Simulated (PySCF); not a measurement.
Calculation: PBE-D3(BJ)/def2-TZVP // PBE0-D4/def2-TZVP (PySCF 2.14.0). Gas-phase values, no solvent. One relaxed conformer stands for a flexible species; it need not be the lowest. Excitations are Tamm–Dancoff values on a coarser integration grid. The basis has no diffuse functions, so Rydberg states are missing or too high.

Reference species (SMILES): `[SiH2](C#C)Cl` (neutral, multiplicity 1).

The HOMO–LUMO gap comes out as 5.58 eV, the S1 excitation (TDA) comes out as 5.64 eV and the T1 excitation (TDA) is 4.87 eV.

Changed species: `OC(=O)[SiH2]Cl` (Si–C–O–H torsion -180°, O–C–Si–Cl torsion 179°) (X = carboxy; the reference has X = ethynyl).

Q: Predict the effect on the HOMO–LUMO gap, S1 excitation (TDA) and T1 excitation (TDA).

A: the HOMO–LUMO gap falls by 1.00 eV, to 4.58 eV; the S1 excitation (TDA) falls by 0.76 eV, to 4.88 eV; the T1 excitation (TDA) falls by 0.67 eV, to 4.20 eV.
